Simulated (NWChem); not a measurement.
System: SiHF cation, doublet; SMILES of the neutral closed-shell parent F[SiH]

Here is an NWChem input.

```
start job
memory heap 200 mb stack 900 mb global 1100 mb
charge 1
geometry units angstroms noautosym nocenter noautoz
  Si     0.138923     0.559288     0.000000
  H     -1.183743     1.315664     0.000000
  F     -0.030179    -1.002966     0.000000
end
basis spherical
  Si library iglo-iii
  H library iglo-iii
  F library iglo-iii
end
dft
  odft
  mult 2
  xc xctpssh
  iterations 150
end
property
  hyperfine
end
task dft property
```

In the optimisation the excess spin sits in a' (Cs, its own frame). All runs use the structure optimised with PBE0/def2-SVP, spin-unrestricted. This spin state was assumed; another may lie lower. No stability test was run on the SCF state.

Fermi-contact couplings, non-relativistic, static geometry.

Atoms are numbered as in the input.

### Question
Predict the main results of this run. (TPSSh/IGLO-III, spin-unrestricted, contact and dipolar terms.) Quantities: A(iso) 29Si atom 1 (MHz); A(iso) 1H atom 2 (MHz); A(iso) 19F atom 3 (MHz); <S²>.

### Answer
A(iso) 29Si atom 1 (MHz): -1023
A(iso) 1H atom 2 (MHz): 498
A(iso) 19F atom 3 (MHz): 134
<S²>: 0.757
